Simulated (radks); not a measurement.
Values are calculated unless marked as measured or tabulated.
All-electron atom: Sn+ in [Kr] 4d10 5s2 5p1.

Level of theory: scalar-relativistic Kohn-Sham, PBE, spin-polarised, spherical densities, point nucleus; open shells are filled with parallel spins first (spin-orbit coupling, left out, can overturn this in heavy ions); hard spherical wall at 6 bohr (a radial shooting solver on a logarithmic mesh with Libxc functionals).

Energy parts (hartree):
total: -6176.94335
kinetic: 6449.46279
electron-nucleus: -14923.89736
Hartree: 2462.08068
exchange-correlation: -164.58946

Orbitals (lengths in bohr, moments of r in powers of bohr; <r^-3> diverges for s and p1/2):
| orbital | occ. | eigenvalue (hartree) | <r^-3> |
|---|---|---|---|
| 1s up | 1 | -1066.532 | - |
| 1s down | 1 | -1066.531 | - |
| 2s up | 1 | -161.2420 | - |
| 2s down | 1 | -161.2418 | - |
| 2p up | 3 | -144.7729 | 4696 |
| 2p down | 3 | -144.7723 | 4696 |
| 3s up | 1 | -31.33837 | - |
| 3s down | 1 | -31.33774 | - |
| 3p up | 3 | -25.95688 | 869.5 |
| 3p down | 3 | -25.95616 | 869.5 |
| 3d up | 5 | -17.67401 | 119.6 |
| 3d down | 5 | -17.67337 | 119.6 |
| 4s up | 1 | -5.19811 | - |
| 4s down | 1 | -5.19663 | - |
| 4p up | 3 | -3.57283 | 156.4 |
| 4p down | 3 | -3.57115 | 156.5 |
| 4d up | 5 | -1.22689 | 14.53 |
| 4d down | 5 | -1.22239 | 14.61 |
| 5s up | 1 | -0.65448 | - |
| 5s down | 1 | -0.62499 | - |
| 5p up | 1 | -0.37051 | 12.84 |
| 5p down | 0 | -0.33845 | 12.97 |
| 5d up | 0 | -0.01857 | 1.239 |
| 5d down | 0 | 0.01011 | 1.182 |
| 6s up | 0 | 0.04452 | - |
| 6s down | 0 | 0.06544 | - |
| 4f up | 0 | 0.20453 | 0.06564 |
| 4f down | 0 | 0.23223 | 0.06582 |

The highest occupied level is 5p up at -10.082 eV. Summed over all electrons, <r^2> = 43.58 bohr^2, which gives a Langevin (diamagnetic) susceptibility term of -34.5 x 10^-6 cm^3/mol.
